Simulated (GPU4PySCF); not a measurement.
di-tert-butyl disulfide (C₈H₁₈S₂), SMILES CC(C)(C)SSC(C)(C)C.

The structure is a stationary point at ωB97M-D3(BJ)/def2-TZVP. The values are those of a single conformer.

These are GPU4PySCF with PBE/def2-TZVPD values and carry that method's errors.

The total energy is -1111.44203 hartree and the point group is C2. The highest occupied level comes out as -5.12 eV, the lowest empty level is -1.09 eV and the orbital gap is 4.02 eV. The dipole moment comes out as 1.75 D. The quadrupole, principal values (traceless, Buckingham form, about the centre of nuclear charge) is -5.88, -3.90, 9.78 D·Å, the mean static polarisability is 150.7 bohr³ (22.34 Å³) and the polarisability, principal values is 131.3, 131.3, 189.6 bohr³.
